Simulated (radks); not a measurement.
Results of a calculation; reference values are marked as such.
Effect of the nuclear size on the gallium ion Ga+, [Ar] 3d10 4s2. Level of theory: Dirac Kohn-Sham, BLYP, spin-unpolarised, spherical densities, finite nucleus; Fermi nuclear charge, rms radius 3.9973 fm (a radial shooting solver on a logarithmic mesh with Libxc functionals). The rms radius is varied about that value; shifts are against it.

rms radius (fm),total energy shift (eV),density at nucleus (e/bohr^3),1s1/2 shift (meV),2s1/2 shift (meV),2p1/2 shift (meV),3s1/2 shift (meV),3p1/2 shift (meV)
3.2858,-0.0917,2.86e+04,-39.0,-3.76,0.319,-0.549,0.059
3.6735,-0.0438,2.841e+04,-18.6,-1.79,0.152,-0.262,0.028
3.9973,0,2.826e+04,0.000,0.000,0.000,0.000,0.000
4.3091,0.0455,2.814e+04,19.3,1.86,-0.158,0.272,-0.029
4.9846,0.155,2.789e+04,65.9,6.35,-0.539,0.928,-0.100

Slopes of the eigenvalues against <r^2> in GHz/fm^2, as finite differences over the two radii next to the reference (eigenvalue slopes, not the field-shift constants of lines): 1s1/2 1810, 2s1/2 174, 2p1/2 -14.8, 3s1/2 25.5, 3p1/2 -2.75.
